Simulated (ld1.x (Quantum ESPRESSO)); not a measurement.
Configuration tests for Cu (TM)

Cu, norm-conserving Troullier–Martins (Kleinman–Bylander form), made with ld1.x (Quantum ESPRESSO) 7.5 (LDA (PZ), scalar-relativistic). Core [Ar], reference 3d10 4s1 4p0. Waves: 4s (bound): rc 2.45 bohr; 4p (bound, empty): rc 3.15 bohr; 3d (bound): rc 1.55 bohr. Local part: all-electron potential smoothed inside 2.20 bohr (lloc = -2). Core correction: none.

Energies are relative to the spin-unpolarised reference configuration 3d10 4s1 4p0; without spin polarisation the order of configurations can differ from experiment. Spin-polarised rows fill each open shell by Hund’s rule, majority spin first. Not all tests gave a result: 1 of 9 tests not solved or not reliable.

```json
{"valence configuration": "3d10 4s0 4p0", "charge": "+1", "ΔE all-electron (eV)": "8.434", "error AE − PS (meV)": "-2.6"}
{"valence configuration": "3d9 4s0 4p0", "charge": "+2", "ΔE all-electron (eV)": "30.121", "error AE − PS (meV)": "-132"}
{"valence configuration": "3d8 4s0 4p0", "charge": "+3", "ΔE all-electron (eV)": "69.485", "error AE − PS (meV)": "-795"}
{"valence configuration": "3d9 4s2 4p0", "charge": "0", "ΔE all-electron (eV)": "2.003", "error AE − PS (meV)": "-120"}
{"valence configuration": "3d10 4s0 4p1", "charge": "0", "ΔE all-electron (eV)": "4.257", "error AE − PS (meV)": "+1.5"}
{"valence configuration": "3d7 4s0 4p0", "charge": "+4", "ΔE all-electron (eV)": "129.516", "error AE − PS (meV)": "-2091"}
{"valence configuration": "3d9 4s0 4p0 (spin-polarised)", "charge": "+2", "ΔE all-electron (eV)": "29.879", "error AE − PS (meV)": "+23"}
```

Question: What are ΔE and the potential's error for 3d10 4s1 4p0 (spin-polarised)?

Answer: ΔE = -0.184 eV all-electron; the error (AE − PS) is +1.4 meV.

Levels in the configuration 3d10 4s0 4p1:

```
level  all-electron (eV)  pseudo (eV)
   3d             -7.403       -7.390
   4p             -1.855       -1.855
```
